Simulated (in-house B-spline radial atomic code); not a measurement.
Values are calculated unless marked as measured or tabulated.
# Stopping and range of 50 keV Mg in Ge

The pair potential comes from two frozen, spherical free-atom densities (PBE, B-spline radial code, scalar-relativistic past argon): electrostatics plus the change in Thomas-Fermi kinetic and Dirac exchange energy where they overlap, the recipe behind the universal ZBL potential, which averages such potentials (from solid-state densities) over many pairs. It is written V = (Z1 Z2 e²/r) φ(r/a), with e² = 14.3996 eV·Å and a = 0.46850 Å/(Z1^0.23 + Z2^0.23); ZBL's fit is φ = 0.18175 e^(−3.1998x) + 0.50986 e^(−0.94229x) + 0.28022 e^(−0.4029x) + 0.02817 e^(−0.20162x). Where φ falls below 4e-4 it is continued as an exponential.

The target is taken as amorphous, with density 5.3234 g/cm³ (NSM archive of the Ioffe Institute); channelling is ignored. Masses: Mg 24.3, Ge 72.63 u. Nuclear stopping is S_n = 4π a Z1 Z2 e² M1/(M1 + M2) × s_n(ε), with s_n integrated over impact parameters for each pair. Electronic stopping is Lindhard and Scharff's S_e = Z1^(1/6) 8π e² a0 Z1 Z2/(Z1^(2/3) + Z2^(2/3))^(3/2) × v/v0, with a0 = 0.529177 Å and v = v0 at 24.801 keV/u; it misses the oscillations with Z1 seen in experiment, which reach tens of per cent. Compounds add by atom fraction.

```csv
target atom,a (Å),ε at this energy,"s_n, this pair","s_n, ZBL potential"
Ge,0.11742,0.7956,0.3442,0.3251
```

**Question.** What are the atom density and the stopping powers at entry?

**Answer.** N = 5.3234 × 0.602214/72.63 = 0.04414 atoms/Å³. For Ge: S_n = 2045 × 0.3442 = 704.1 eV·Å², S_e = 2.3901 × √50000 = 534.5 eV·Å². Averaged over the target's atoms and times N × 10 Å/nm, the ion loses N S_n = 311 eV/nm to recoils and N S_e = 236 eV/nm to electrons; the nuclear share is 57 %.

Along the track:

| E (keV) | N S_n (eV/nm) | N S_e (eV/nm) |
| --- | --- | --- |
| 2.5 | 243 | 52.7 |
| 7.5 | 310 | 91.4 |
| 15 | 334 | 129 |
| 25 | 334 | 167 |
| 37.5 | 324 | 204 |
| 50 | 311 | 236 |

**Question.** Estimate the path length and the projected range.

**Answer.** With continuous slowing down the path is the integral of dE/(N (S_n + S_e)). Trapezoids over the table give 100 nm, and the stretch below the first row, with stopping taken as √E, adds 2E/(N S) = 17 nm: 117 nm in all, against 114 nm on a fine grid from 5 eV. Deflections shorten the depth: to first order in the energy passed on, N (S_n + S_e) dR_p/dE = 1 − N S_n (M2/M1) R_p/(2E), summed over the target's atoms, and integrating this on the fine grid gives R_p = 50.3 nm, 0.44 of the path. Lindhard's rule of thumb R/(1 + M2/3M1), with mean M2/M1 = 2.99, gives 56.9 nm; it is meant for M2/M1 below about 2. On the ZBL potential the same equation gives 52.8 nm, and the full integral equation, which keeps hard collisions, 56.5 nm.
